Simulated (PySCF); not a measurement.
# Potential energy of NdP along the bond

Set-up: Nd x2c-TZVPall, P x2c-TZVPall; spin-free X2C with a Gaussian nucleus (PySCF 2.14). Energies in eV from Nd (4f4 6s2) + P in their ground configurations at the same level. State: quartet, about 3.5 electrons in the 4f shell (Mulliken), real f orbitals that mix terms.

```json
{"R (Å)": "1.993", "PBE": "-1.294", "PW91": "-1.316"}
{"R (Å)": "2.085", "PBE": "-2.102", "PW91": "-2.126"}
{"R (Å)": "2.178", "PBE": "-2.585", "PW91": "-2.611"}
{"R (Å)": "2.248", "PBE": "-2.787", "PW91": "-2.814"}
{"R (Å)": "2.317", "PBE": "-2.887", "PW91": "-2.915"}
{"R (Å)": "2.386", "PBE": "-2.911", "PW91": "-2.940"}
{"R (Å)": "2.479", "PBE": "-2.857", "PW91": "-2.889"}
{"R (Å)": "2.595", "PBE": "-2.704", "PW91": "-2.737"}
{"R (Å)": "2.734", "PBE": "-2.447", "PW91": "-2.482"}
{"R (Å)": "2.919", "PBE": "-2.055", "PW91": "-2.091"}
```

Put a parabola through the three lowest points of the PBE curve and estimate Re, k and ωe (reduced mass 25.42 u; 1 eV/Å² = 0.16022 mdyn/Å; ωe = 1302.8·√(k/μ) cm⁻¹).

Through R = 2.317, 2.386, 2.479 Å the second-order coefficient is 5.73 eV/Å², so Re ≈ 2.382 Å, k ≈ 1.84 mdyn/Å and ωe ≈ 350 cm⁻¹. A polynomial fit of higher order to the unrounded PBE energies gives Re = 2.378 Å, k = 1.92 mdyn/Å, ωe = 358 cm⁻¹; anharmonicity and rounding make the difference.

The higher-order fit for each curve: PBE: Re = 2.378 Å, ωe = 358 cm⁻¹, De = 2.91 eV; PW91: Re = 2.379 Å, ωe = 357 cm⁻¹, De = 2.94 eV.

⟨S²⟩ of the unrestricted solution departs from its pure value on part of the curve, where spin states mix. Spin–orbit coupling is left out, which matters for elements this heavy, above all for dissociation energies. With d or f electrons several states lie close, and the lowest PBE0 determinant need not be the measured ground state.
